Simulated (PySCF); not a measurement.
Species: C4H10B3N3O.
Geometry (PBE0-D3(BJ)/def2-SVP, Å), atoms numbered from 1 in this order:
```
atom  x, y, z in Å
C1     4.252   -0.238   -0.365
C2     3.185    0.283   -0.975
N3     1.836    0.235   -0.567
B4     0.876    0.964   -1.353
N5    -0.497    0.953   -0.968
B6    -0.949    0.233    0.173
C7    -2.477    0.161    0.681
C8    -3.575    0.873   -0.068
O9    -2.716   -0.485    1.685
N10    0.018   -0.483    0.922
B11    1.397   -0.514    0.591
H12    4.194   -0.790    0.574
H13    5.234   -0.113   -0.822
H14    3.323    0.832   -1.912
H15    1.236    1.578   -2.329
H16   -1.153    1.473   -1.536
H17   -3.358    1.952   -0.126
H18   -3.626    0.502   -1.106
H19   -4.542    0.717    0.427
H20   -0.333   -0.991    1.729
H21    2.170   -1.154    1.256
```

Method: PBE0-D3(BJ)/def2-SVP geometry optimisation, gas phase (PySCF).

Take the most abundant isotopes and a rigid rotor. The values belong to one conformer with, in the numbering `[CH2:1]=[CH:2][N:3]1[BH:4][NH:5][B:6]([C:7]([CH3:8])=[O:9])[NH:10][BH:11]1`, C1–C2–N3–B4 175°, N5–B6–C7–C8 1°.

What are A, B and C (cm⁻¹)?

Ia = 154.56, Ib = 920.21, Ic = 1071.40 u·Å²; 505379 MHz·u·Å²/I gives 3270, 549.2 and 471.7 MHz, that is A = 0.10907, B = 0.01832, C = 0.01573 cm⁻¹.

Classify the top.

A near-prolate asymmetric top. Ray's parameter κ = (2B − A − C)/(A − C) = -0.945; −1 is the prolate and +1 the oblate limit.

What does the inertial defect say?

Not planar: Δ = Ic − Ia − Ib = -3.37 u·Å². For a rigid frame Δ = −2 Σ m c², so Σ m c² = 1.69 u·Å² lies off the ab plane: 1.61 from hydrogen and 0.07 from heavier atoms. The atom farthest from that plane is 0.89 Å away.

Predict some low-J microwave lines.

The dipole components are |μa| = 0.34 D, |μb| = 2.52 D, |μc| = 0.02 D. The squared components, which scale the intensities, stand as 0.02 : 1.00 : 0.00 (a : b : c). Some lines, for components of 0.1 D or more:

```tsv
type	branch	J(Ka,Kc)	MHz	lower level (cm⁻¹)
b	R	3(0,3) ← 2(1,2)	411	0.190
b	R	4(0,4) ← 3(1,3)	1533	0.289
a	R	2(1,1) ← 1(1,0)	2119	0.127
b	Q	3(1,2) ← 3(0,3)	2999	0.204
a	R	3(0,3) ← 2(0,2)	3056	0.102
b	Q	5(1,4) ← 5(0,5)	3386	0.509
a	R	4(2,3) ← 3(2,2)	4082	0.572
a	R	4(3,1) ← 3(3,0)	4087	1.033
a	R	4(2,2) ← 3(2,1)	4099	0.573
a	R	5(4,1) ← 4(4,0)	5108	1.813
b	R	3(1,3) ← 2(0,2)	5590	0.102
b	Q	5(2,4) ← 5(1,5)	8865	0.583
b	Q	4(3,2) ← 4(2,3)	13802	0.709
b	R	3(3,0) ← 2(2,1)	16860	0.470
b	R	4(3,2) ← 3(2,1)	17876	0.573
b	R	4(3,1) ← 3(2,2)	17885	0.572
b	R	5(3,2) ← 4(2,3)	18913	0.709
b	Q	5(4,1) ← 5(3,2)	19310	1.340
b	Q	5(4,2) ← 5(3,3)	19311	1.339
b	Q	4(4,0) ← 4(3,1)	19312	1.169
b	R	4(4,1) ← 3(3,0)	23399	1.033
b	R	4(4,0) ← 3(3,1)	23399	1.033
b	R	5(4,1) ← 4(3,2)	24421	1.169
b	Q	5(5,1) ← 5(4,2)	24831	1.984
b	R	5(5,1) ← 4(4,0)	29939	1.813
```

No PBE0-D3(BJ)/def2-SVP frequencies stand behind this structure, so it isn't proved a minimum. No vibrational averaging or centrifugal distortion is included, and the geometry carries the error of its method. A rigid rotor knows nothing of internal rotation, which can split or shift real lines. Quadrupole hyperfine structure (11B, 14N) is left out.
